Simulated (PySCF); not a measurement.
**Bond length, frequency and bond energy of NdCl by level of theory**

State: sextet, about 4.0 electrons in the 4f shell (Mulliken), real f orbitals that mix terms. Set-up: PySCF, spin-free X2C with a Gaussian nucleus, basis sets Nd x2c-SVPall, Cl x2c-SVPall. De refers to Nd (4f4 6s2) + Cl in their high-spin ground configurations, without counterpoise correction. The functionals are run spin-unrestricted. A positive dipole means Nd(−)Cl(+).

```csv
Level,Re (Å),ωe (cm⁻¹),De (eV),μ (D),"CPU s a point (SCF and correlation, without the integrals)"
UHF,2.671,286,n/a,-4.97,2.6
UHF-MP2,2.553,320,n/a,n/a,4.8
UHF-SCS-MP2,2.576,314,n/a,n/a,n/a
PBE,2.564,306,4.92,-4.07,9.2
r²SCAN,2.579,306,5.16,-4.49,16
TPSSh,2.578,306,4.94,-4.39,11
PBE0,2.574,306,4.80,-4.48,9.1
M06-2X,2.606,299,4.41,-4.60,9.7
LC-ωPBE,2.581,306,4.90,-4.43,14
```

The bond length runs from 2.553 Å (UHF-MP2) to 2.671 Å (UHF). De spans 4.41 eV (M06-2X, hybrid meta-GGA) to 5.16 eV (r²SCAN, meta-GGA).

Correlated steps freeze 23 core orbitals. These are scalar-relativistic numbers at best; spin–orbit coupling would shift them, the dissociation energy most. Counting both spins, an empty level lies below a filled one in some of these solutions, because spin and occupation are held. The state is the lowest single determinant that the PBE0 search found; with open d or f shells the true ground state can be another one.

The whole job (state search and all levels along the bond) took about 17 min on 2 threads of Arm Neoverse V1 (shared host), peak memory 4.1 GiB.
